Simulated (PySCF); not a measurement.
C4H10OSi.
Z-matrix (Å and degrees, PBE0-D3(BJ)/def2-SVP geometry), rows numbered from 1:
```
C 
C   1  1.3350
C   2  1.4932  1  125.61
Si  3  1.8777  2  112.29  1   110.96
O   4  1.6668  3  106.08  2    60.03
C   5  1.3979  4  124.75  3  -176.62
H   1  1.0951  2  121.53  3     1.88
H   1  1.0929  2  121.34  3  -178.22
H   2  1.0970  1  118.85  3   177.74
H   3  1.1034  2  111.47  1   -10.66
H   3  1.1046  2  110.88  1  -130.11
H   4  1.4998  3  110.71  2   179.70
H   4  1.4979  3  111.13  2   -59.78
H   6  1.1063  5  112.19  4   -60.56
H   6  1.1062  5  112.09  4    61.01
H   6  1.1009  5  108.88  4  -179.78
```

Computed with PySCF at PBE0/pcSseg-1, non-relativistic, on one gas-phase PBE0-D3(BJ)/def2-SVP geometry that isn't relaxed in the solvent. The solvent is an IEF-PCM continuum (van der Waals radii × 1.2). Only the electrostatic response of the medium enters.

```csv
run,E − E(gas) (kJ/mol),HOMO (eV),HOMO–LUMO gap (eV),dipole (D)
gas,0.00,-7.10,7.28,0.94
P,-12.85,-7.17,7.31,1.21
Q,-9.49,-7.14,7.30,1.13
```

Q: The runs were made in acetone and chloroform. Which run belongs to which solvent?

A: P = acetone, Q = chloroform. The dielectric constants are 4.711 (chloroform), 20.49 (acetone), and the energy falls further as ε rises. In this model the ground state sees the solvent through ε alone.

Q: How constant is the ratio of the lowering to (ε − 1)/(2ε + 1)?

A: 
```
   solvent  (ε − 1)/(2ε + 1)  E − E(gas) (kJ/mol)  ratio (kJ/mol)  polarisation term (kJ/mol)
chloroform             0.356                -9.49           -26.6                      -10.13
   acetone             0.464               -12.85           -27.7                      -14.09
```

The ratio changes by +3.9 % in size from chloroform to acetone. The polarisation term is half the interaction of the solute with the induced surface charges.

Run on Arm Neoverse V2, one thread, on a shared host. This is the whole shielding run at PBE0/pcSseg-1 in acetone, SCF included.
